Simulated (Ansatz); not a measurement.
`CC(Cl)[CH2][AlH2]` + H₂ → `[AlH3]` + `CC(C)Cl`  (hydrogenolysis of the Al–C bond)

Gas-phase electronic energies from Ansatz, PBE0-D4/def2-TZVP geometries. CCSD(T)/CBS is the MP2 limit (def2-TZVPP, def2-QZVPP) plus CCSD(T) − MP2 in def2-TZVPP, frozen cores. This one scheme is used for every species. Functionals use def2-TZVPP. Each species was taken in one conformer, which may not be the lowest.

CCSD(T)/CBS gives -6.1 kcal/mol.

**Question.** Another level gave -5.7 kcal/mol. Which?
A. B2PLYP/def2-TZVPP
B. LDA (SPW92)/def2-TZVPP
C. r2SCANh-D4/def2-TZVPP
D. HF/def2-TZVPP

**Answer.** C. r2SCANh-D4 -5.7, B2PLYP -7.8, HF/def2-TZVPP -14.2, LDA (SPW92) -4.6 kcal/mol.

Largest T1 diagnostic among the species: 0.009.

In def2-TZVPP, CCSD(T) changes the Hartree–Fock value by +7.3 kcal/mol (the triples alone add +1.4 kcal/mol) and MP2 by +8.8 kcal/mol. From r2SCAN to r2SCAN0 (25 % exact exchange), in def2-TZVPP and without D4, ΔE moves by −1.2 kcal/mol.

CCSD(T)/CBS has its own doubt, a few kJ/mol and more with outer-core shells, so smaller differences from it don't rank the levels.
